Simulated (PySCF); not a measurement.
**Radial density of Sn (tin, neutral)**

UHF, [Kr] 4d10 5s2 5p2, high-spin 3P determinant. Calculation: PySCF 2.14, in aug-cc-pwCVTZ-DK3 with one added diffuse shell each of s, p, d, f type (11s10p8d5f1g, 125 functions); the spin-free X2C one-electron Hamiltonian (Gaussian nucleus).

```json
{"r (bohr)": "0.0304", "4πr²ρ (e/bohr)": "58.68", "4πr²(ρα − ρβ)": "0.0086"}
{"r (bohr)": "0.0511", "4πr²ρ (e/bohr)": "59.93", "4πr²(ρα − ρβ)": "0.0197"}
{"r (bohr)": "0.0859", "4πr²ρ (e/bohr)": "82.34", "4πr²(ρα − ρβ)": "0.0109"}
{"r (bohr)": "0.145", "4πr²ρ (e/bohr)": "61.21", "4πr²(ρα − ρβ)": "-0.0104"}
{"r (bohr)": "0.243", "4πr²ρ (e/bohr)": "66.86", "4πr²(ρα − ρβ)": "0.0315"}
{"r (bohr)": "0.409", "4πr²ρ (e/bohr)": "36.95", "4πr²(ρα − ρβ)": "0.0002"}
{"r (bohr)": "0.688", "4πr²ρ (e/bohr)": "22.46", "4πr²(ρα − ρβ)": "0.0724"}
{"r (bohr)": "1.16", "4πr²ρ (e/bohr)": "13.98", "4πr²(ρα − ρβ)": "-0.0347"}
{"r (bohr)": "1.95", "4πr²ρ (e/bohr)": "3.089", "4πr²(ρα − ρβ)": "0.5593"}
{"r (bohr)": "3.27", "4πr²ρ (e/bohr)": "1.106", "4πr²(ρα − ρβ)": "0.6440"}
{"r (bohr)": "5.51", "4πr²ρ (e/bohr)": "0.1331", "4πr²(ρα − ρβ)": "0.1113"}
{"r (bohr)": "9.26", "4πr²ρ (e/bohr)": "0.001724", "4πr²(ρα − ρβ)": "0.0017"}
```

Densities and radii are taken from the X2C orbitals without a picture-change correction, which distorts them close to the nucleus.

Q: Where is the radial spin density 4πr²(ρα − ρβ) most negative, and why is it negative at all?

A: Around r = 1.16 bohr, down to -0.0347 e/bohr: exchange with the open shell polarises the paired shells in an unrestricted calculation.
